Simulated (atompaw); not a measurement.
# Before and after: PAW (atompaw) potential for carbon (C)

atompaw 4.2.0.5 input, output lines left out:

```
C 6
LDA-PW scalarrelativistic loggrid 1500 logderivrange -3 5 201
2 2 0 0 0 0
2 0 1.5
2 1 2.5
0 0 0
c
v
v
2
2.35 2.15 1.95 1.55
y
0.45
n
y
0.05
n
y
-0.2
y
2.45
n
custom rrkj gramschmidtortho besselshape
3 1 troulliermartins
2.35
2.35
2.35
2.30
2.35
2.35
```

Change: local potential troulliermartins scheme with l = 3 at 1 Ry, radius 1.70 bohr.

Cutoffs: the cutoffs (Ry, on a coarse ladder) from which the occupation-weighted sum of valence levels, in a spherical-Bessel basis at the reference potential, stays within 10 and 1 mRy of its value at 400 Ry; they do not see the model core or the augmentation charge, which bear on the density cutoff.

What does the change do?

The potential gets neither clearly harder nor softer (12 Ry and 15 Ry → 12 Ry and 15 Ry); the range in which the s phases agree narrows (upper end at the end of the scan → 2.4); neither file shows a bound ghost.

```csv
quantity,base,changed
"cutoff, loose",12 Ry,12 Ry
"cutoff, tight",15 Ry,15 Ry
bound ghosts,none,none
s: phases at 2.35 bohr within 0.05 rad from the reference energy up to (Ry; the scan ends near 5),to the end of the scan,2.4
p: phases at 2.35 bohr within 0.05 rad from the reference energy up to (Ry; the scan ends near 5),2.3,2.4
d: phases at 2.35 bohr within 0.05 rad from the reference energy up to (Ry; the scan ends near 5),to the end of the scan,to the end of the scan
lowest overlap eigenvalue by channel,"s 0.18, p 1.00, d 0.86","s 0.14, p 1.00, d 0.85"
```

 The cutoffs see the waves, projectors and local potential, not the compensation charge or the core.
